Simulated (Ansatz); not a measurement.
Calculated with Ansatz (gas phase, PBE0-D4/def2-TZVP geometries, no zero-point term in ΔE). CCSD(T)/CBS adds triple-zeta CCSD(T) − MP2 to the extrapolated MP2 energy (def2 sets, frozen cores). This one scheme is used for every species. DFT in def2-TZVPP. B3LYP here is the variant with VWN-RPA as its local correlation; programs differ in this. One conformer a species, not always the lowest.

Reaction (cleavage of the B–Si bond): `C[SiH2]B[SiH3]` + H₂S → `C[SiH2]BS` + SiH₄

```json
{"level": "PBE0-D4", "ΔE (kJ/mol)": "-120.6", "difference from CCSD(T)/CBS": "1.3"}
{"level": "B3LYP-D4", "ΔE (kJ/mol)": "-122.8", "difference from CCSD(T)/CBS": "-0.9"}
{"level": "ωB97X-V", "ΔE (kJ/mol)": "-120.0", "difference from CCSD(T)/CBS": "1.9"}
{"level": "B2PLYP", "ΔE (kJ/mol)": "-128.0", "difference from CCSD(T)/CBS": "-6.1"}
{"level": "r2SCAN", "ΔE (kJ/mol)": "-125.3", "difference from CCSD(T)/CBS": "-3.4"}
{"level": "PBE0", "ΔE (kJ/mol)": "-121.9", "difference from CCSD(T)/CBS": "0.0"}
{"level": "B3LYP", "ΔE (kJ/mol)": "-124.6", "difference from CCSD(T)/CBS": "-2.7"}
{"level": "HF/CBS(def2)", "ΔE (kJ/mol)": "-118.3", "difference from CCSD(T)/CBS": "3.6"}
{"level": "MP2/CBS(def2)", "ΔE (kJ/mol)": "-131.4", "difference from CCSD(T)/CBS": "-9.5"}
{"level": "CCSD/CBS(def2)", "ΔE (kJ/mol)": "-118.5", "difference from CCSD(T)/CBS": "3.4"}
{"level": "CCSD(T)/CBS", "ΔE (kJ/mol)": "-121.9", "difference from CCSD(T)/CBS": "0"}
```

Largest T1 diagnostic among the species: 0.014.

In def2-TZVPP, CCSD(T) changes the Hartree–Fock value by −4.2 kJ/mol (the triples alone add −3.4 kJ/mol) and MP2 by −13.7 kJ/mol.
